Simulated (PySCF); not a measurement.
A PySCF script (with the pyscf-properties extension) for the NMR shieldings of SMILES C=C[Si@H]1N[Si@H](C(F)(F)F)N1, C$_{3}$H$_{7}$F$_{3}$N$_{2}$Si$_{2}$, on a GFN2-xTB geometry:

```python
import basis_set_exchange as bse
import numpy as np
from pyscf import gto, dft
from pyscf.prop import nmr

atoms = """
C     3.609416    0.212456   -0.427977
C     2.350652    0.615778   -0.493688
Si    0.895976   -0.362587    0.165993
N    -0.272559    0.624552    1.030147
Si   -1.540891    0.474703   -0.126240
C    -3.060851   -0.515952    0.549740
F    -3.866626    0.247864    1.320457
F    -3.853525   -0.991137   -0.435692
F    -2.729958   -1.580500    1.303602
N    -0.428888   -0.531766   -0.975214
H     3.874850   -0.730385    0.020603
H     4.431296    0.796220   -0.813290
H     2.136841    1.573175   -0.954472
H     1.228874   -1.607156    0.847367
H    -0.212899    1.124004    1.896543
H    -2.070329    1.671600   -0.765347
H    -0.498377   -1.008841   -1.853519
"""
names = dict.fromkeys(["C", "Si", "N", "F", "H"], "pcSseg-1")
basis = {el: gto.basis.parse(bse.get_basis(n, elements=[el], fmt="nwchem")) for el, n in names.items()}
mol = gto.M(atom=atoms, basis=basis, charge=0, verbose=0)
mf = dft.RKS(mol, xc="PBE0")
mf.grids.level = 2
mf.grids.alignment = dft.numint.BLKSIZE   # the property module wants whole blocks of grid points
mf.conv_tol = 1e-9
mf.kernel()

calc = nmr.RKS(mf)   # GIAO
C = mf.mo_coeff
Co = C[:, mf.mo_occ > 0]
resp = mf.gen_response(singlet=True, hermi=2)
def vind(x):   # induced exchange potential for any number of trial vectors
    d = np.einsum("pi,xij,qj->xpq", C, 2 * x.reshape(-1, C.shape[1], Co.shape[1]), Co, optimize=True)
    return np.einsum("xpq,pi,qj->xij", resp(d - d.transpose(0, 2, 1)), C, Co, optimize=True).ravel()
mo1, _ = nmr.rhf.solve_mo1(calc, with_cphf=vind)
sigma = calc.kernel(mo1)
for i, s in enumerate(sigma):   # ppm
    print("%2d %-2s %9.2f" % (i, mol.atom_pure_symbol(i), np.trace(s) / 3))
```

**Question.** Give the expected output.

**Answer.** 
```
 0 C      42.20
 1 C      38.08
 2 Si    356.43
 3 N     239.83
 4 Si    377.72
 5 C      50.75
 6 F     257.57
 7 F     257.02
 8 F     259.09
 9 N     238.89
10 H      25.45
11 H      25.17
12 H      25.06
13 H      25.86
14 H      31.33
15 H      26.17
16 H      31.30
```

These numbers come from an equivalent density-fitted implementation of the same equations, which agrees with the script to about 0.01 ppm for H and up to a few tenths of a ppm for heavy atoms, so last digits may differ.

Size and cost of the density-fitted run: 219 basis functions, 43 s wall time on 1 thread of an Arm Neoverse V1, shared host.
